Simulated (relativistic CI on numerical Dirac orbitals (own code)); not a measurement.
## Calculated levels, Sb

These numbers are calculated, not measured: Dirac-Coulomb-Breit CI, separate exchange-only KLI orbitals for each configuration, a model potential for QED, valence Slater integrals scaled by 0.85, P86 correlation estimate, and configurations built on the next ion tied to the tabulated ionisation energy (semi-empirical) (own radial code, finite nucleus).

Configurations in the expansion (outside the closed core [Kr] 4d10): 5s2.5p3, 5s2.5p2.6s, 5s2.5p2.5d, 5s2.5p2.6p, 5s2.5p2.6d, 5s2.5p2.7s, 5s2.5p2.5f, 5s2.5p2.6f, 5s.5p4, 5s2.5p2.7p, 5s2.5p.5d2, 5s2.5p2.4f, 5s2.5p2.7d, 5s2.5p2.5g, 5s2.5p2.7f, 5p5. Levels of other configurations are missing.

The lowest level is 5s2.5p3 4S°_3/2, with 95 % of that term; Hund's rules for 5s2.5p3 give 4S° with J = 3/2, in agreement.

```tsv
No.	Configuration	Term	J	E (cm⁻¹)	%	Landé g	jj configuration (%)
1	5s2.5p3	4S°	3/2	0.0	95	1.971	5p1/2 5p3/2^2 (48)
2	5s2.5p3	2D°	3/2	9760.8	79	0.926	5p3/2 (50)
3	5s2.5p3	2D°	5/2	11449.8	100	1.200	5p1/2 5p3/2^2 (100)
4	5s2.5p3	2P°	1/2	15603.7	97	0.666	5p1/2 5p3/2^2 (97)
5	5s2.5p3	2P°	3/2	17896.5	75	1.239	5p3/2^3 (85)
6	5p2(3P).6s	4P	1/2	43421.9	82	2.382	5p1/2^2 6s (79)
7	5p2(3P).6s	4P	3/2	46037.9	92	1.706	5p1/2 5p3/2 6s (98)
8	5p2(3P).6s	2P	1/2	47320.5	82	0.958	5p1/2 5p3/2 6s (91)
9	5p2(3P).6s	4P	5/2	48581.9	87	1.558	5p1/2 5p3/2 6s (65)
10	5p2(3P).6s	2P	3/2	49930.8	71	1.269	5p1/2 5p3/2 6s (67)
11	5p2(3P).6p	4D°	1/2	51414.3	57	0.704	5p1/2^2 6p1/2 (82)
12	5p2(3P).6p	4D°	3/2	52157.2	42	1.345	5p1/2^2 6p3/2 (80)
13	5p2(3P).5d	4P	5/2	53129.0	43	1.489	5p1/2^2 5d5/2 (42)
14	5p2(3P).5d	4F	3/2	53764.5	55	0.782	5p1/2^2 5d3/2 (71)
15	5p2(3P).6p	2S°	1/2	53921.7	49	1.348	5p1/2 5p3/2 6p1/2 (80)
16	5p2(3P).6p	4D°	3/2	54699.2	49	1.399	5p1/2 5p3/2 6p1/2 (83)
17	5p2(3P).6p	4D°	5/2	54748.0	70	1.403	5p1/2 5p3/2 6p3/2 (98)
18	5p2(3P).5d	4F	5/2	55265.8	57	1.157	5p1/2 5p3/2 5d3/2 (29)
19	5p2(3P).6p	2D°	3/2	55366.2	66	1.152	5p1/2 5p3/2 6p3/2 (89)
20	5p2(3P).6p	4P°	1/2	55428.5	68	2.148	5p1/2 5p3/2 6p3/2 (79)
21	5p2(3P).5d	4P	3/2	55453.1	35	1.290	5p1/2 5p3/2 5d3/2 (57)
22	5p2(3P).5d	4P	1/2	56351.9	44	2.005	5p1/2 5p3/2 5d3/2 (56)
23	5p2(3P).5d	2P	3/2	56555.6	40	1.216	5p1/2 5p3/2 5d5/2 (42)
24	5p2(3P).5d	4F	7/2	56667.7	68	1.279	5p1/2 5p3/2 5d5/2 (92)
25	5p2(1D).6s	2D	5/2	56875.2	80	1.249	5p3/2^2 6s (63)
26	5p2(1D).6s	2D	3/2	57214.7	36	0.990	5p3/2^2 6s (45)
27	5p2(3P).6p	4P°	5/2	57230.8	39	1.380	5p1/2 5p3/2 6p1/2 (63)
28	5p2(3P).6p	4D°	7/2	57282.3	88	1.397	5p1/2 5p3/2 6p3/2 (67)
29	5p2(3P).5d	4D	1/2	57434.1	28	1.175	5p1/2 5p3/2 5d3/2 (42)
30	5p2(3P).6p	4S°	3/2	57689.4	44	1.783	5p1/2 5p3/2 6p1/2 (55)
31	5p2(3P).5d	2F	5/2	57714.4	60	0.970	5p1/2 5p3/2 5d3/2 (68)
32	5p2(3P).6p	2P°	1/2	58209.5	63	1.044	5p1/2 5p3/2 6p3/2 (58)
33	5p2(3P).7s	4P	1/2	58226.5	43	1.642	5p1/2^2 7s (50)
34	5p2(3P).6p	2P°	3/2	58353.1	72	1.249	5p1/2 5p3/2 6p3/2 (63)
35	5p2(3P).6p	2D°	5/2	58419.8	61	1.293	5p1/2 5p3/2 6p3/2 (58)
36	5p2(3P).5d	4D	3/2	58767.3	71	1.201	5p1/2 5p3/2 5d3/2 (35)
37	5p2(3P).5d	4F	9/2	58922.7	88	1.313	5p1/2 5p3/2 5d5/2 (62)
38	5p2(3P).5d	4D	5/2	59076.0	55	1.254	5p1/2 5p3/2 5d5/2 (64)
39	5p2(3P).5d	4D	7/2	59352.1	47	1.295	5p1/2 5p3/2 5d3/2 (42)
40	5p2(3P).5d	2P	1/2	59869.1	44	0.947	5p1/2 5p3/2 5d5/2 (30)
41	5p2(3P).5d	2D	3/2	60520.0	29	0.918	5p1/2^2 6d3/2 (41)
42	5p2(3P).5d	2D	5/2	60533.8	25	1.208	5p1/2 5p3/2 5d3/2 (44)
43	5p2(3P).7s	4P	3/2	60907.3	79	1.619	5p1/2 5p3/2 7s (87)
44	5p2(3P).7p	4D°	1/2	60911.9	57	0.659	5p1/2^2 7p1/2 (80)
45	5p2(3P).7p	4D°	3/2	61091.9	32	1.345	5p1/2^2 7p3/2 (82)
46	5p2(3P).5d	2F	7/2	61500.4	66	1.171	5p1/2 5p3/2 5d5/2 (34)
47	5p2(3P).7s	2P	1/2	61755.3	56	0.919	5p1/2 5p3/2 7s (67)
48	5p2(3P).5d	2D	5/2	61923.2	39	1.295	5p1/2 5p3/2 5d5/2 (37)
49	5p2(3P).5d	2D	3/2	62041.9	32	0.927	5p1/2^2 6d3/2 (27)
50	5p2(3P).4f	2G°	7/2	62578.6	24	1.142	5p1/2^2 4f7/2 (84)
51	5p2(3P).4f	4G°	5/2	62580.2	42	0.855	5p1/2^2 4f5/2 (84)
52	5p2(3P).6d	4F	5/2	62856.9	33	1.241	5p1/2 5p3/2 6d5/2 (27)
53	5p2(3P).6d	4F	3/2	63281.5	35	1.146	5p1/2 5p3/2 6d3/2 (56)
54	5p2(3P).7s	4P	5/2	63610.8	82	1.538	5p1/2 5p3/2 7s (65)
55	5p2(3P).7p	2S°	1/2	63642.8	35	1.541	5p1/2 5p3/2 7p1/2 (94)
56	5p2(3P).7p	4D°	5/2	63812.6	58	1.393	5p1/2 5p3/2 7p3/2 (96)
57	5p2(3P).6d	4D	1/2	63845.3	34	1.419	5p1/2 5p3/2 6d3/2 (65)
58	5p2(3P).7p	4D°	3/2	63854.6	47	1.487	5p1/2 5p3/2 7p1/2 (65)
59	5p2(3P).7s	2P	3/2	63893.3	53	1.321	5p1/2 5p3/2 7s (53)
60	5p2(3P).7p	2D°	3/2	63954.4	58	1.076	5p1/2 5p3/2 7p3/2 (59)
61	5p2(3P).6d	4F	7/2	64189.2	51	1.282	5p1/2 5p3/2 6d5/2 (90)
62	5p2(3P).7p	4P°	1/2	64191.0	44	1.660	5p1/2 5p3/2 7p3/2 (91)
63	5p2(3P).7d	4F	5/2	64420.2	16	1.174	5p1/2^2 7d5/2 (53)
64	5p2(3P).7d	4F	3/2	64442.8	32	0.905	5p1/2^2 7d3/2 (54)
65	5p2(3P).5g	4F	9/2	65040.8	25	1.111	5p1/2^2 5g9/2 (84)
66	5p2(3P).5g	4H	7/2	65041.1	39	0.889	5p1/2^2 5g7/2 (84)
67	5p2(3P).5f	2G°	7/2	65047.3	24	1.143	5p1/2^2 5f7/2 (84)
68	5p2(3P).5f	4G°	5/2	65047.5	41	0.856	5p1/2^2 5f5/2 (84)
69	5p2(3P).6d	4D	1/2	65059.7	40	1.275	5p1/2 5p3/2 6d3/2 (53)
70	5p2(3P).6d	2P	3/2	65097.7	29	1.081	5p1/2 5p3/2 6d5/2 (29)
```

Energies count from the lowest computed level; ° marks odd parity. Percentages are summed over parent terms; the parents shown are those of the largest component, closed shells are left out there. Filled j subshells are mostly left out of the jj labels.

The mean weight of the leading LS term, summed over parents, in these 70 levels is 54 %, and that of the leading jj configuration (from the same eigenvectors) 65 %, so jj coupling describes them better and the LS labels are nominal.

Configurations that consist of the next ion and one excited electron were tied to the tabulated ionisation energy; Rydberg ones are usually within 1,000 to 3,000 cm⁻¹ and the lowest ones within about 6,000 (9,000 in d shells), while levels on excited terms of the next ion carry the error of that term, and the other configurations can be misplaced by 10,000 cm⁻¹ or more. Rates follow the energies as ν³ (E1, M1) or ν⁵ (E2), so rates, branching and lifetimes can be off by large factors. The fine structure of a lone outer electron comes out too small, for d and f at times inverted, and misplaced configurations move strength between like terms. 14 of the 20 excited levels that our extract of the measured tables holds in this range could be paired (the sources list more); they are missed by 559 cm⁻¹ on average and 1596 at most, and levels without a partner can miss by more.

LS names give the leading component of a level, which can be under half, so a name can repeat, a term be missing and a line seem to break the LS rules.
